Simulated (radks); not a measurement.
The numbers below are computed, except where a source is named.
Species: Ir33+. Configuration: [Kr] 4d8. Level of theory: scalar-relativistic Kohn-Sham, PBEsol, spin-polarised, spherical densities, finite nucleus; open shells are filled with parallel spins first (spin-orbit coupling, left out, can overturn this in heavy ions); Fermi nuclear charge, rms radius 5.4032 fm (a radial shooting solver on a logarithmic mesh with Libxc functionals). Some entries of the table are withheld. Estimate them.

orbital  occ.  eigenvalue (eV)  r(max) (bohr)  <r> (bohr)
1s up       1        -77355.85        0.01083     0.01745
1s down     1        -77355.79        0.01083     0.01745
2s up       1        -14600.25        0.06233     0.07366
2s down     1        -14598.14        0.06233     0.07365
2p up       3        -12857.38        0.05140     0.06627
2p down     3        -12855.64        0.05139     0.06626
3s up       1        -4394.905         0.1754      0.1896
3s down     1        -4393.755         0.1754      0.1895
3p up       3        -3884.272         0.1741      0.1901
3p down     3        -3883.015         0.1741      0.1900
3d up       5        -3326.678         0.1417      0.1719
3d down     5        -3324.887         0.1418      0.1719
4s up       1        -1822.837         0.3828      0.3949
4s down     1        -1818.148         0.3828      0.3950
4p up       3              (1)         0.3970      0.4102
4p down     3              (2)         0.3969      0.4104
4d up       5        -1424.586         0.3942      0.4135
4d down     3        -1419.973         0.3942      0.4137
5s up       0        -979.4297            (3)      0.7053
5s down     0        -977.3279            (4)      0.7063
5p up       0        -901.3795         0.7499         (5)
5p down     0        -899.4619         0.7510         (6)

Answer. 
(1) 4p up eigenvalue (eV): -1640.047
(2) 4p down eigenvalue (eV): -1635.438
(3) 5s up r(max) (bohr): 0.7144
(4) 5s down r(max) (bohr): 0.7154
(5) 5p up <r> (bohr): 0.7378
(6) 5p down <r> (bohr): 0.7389
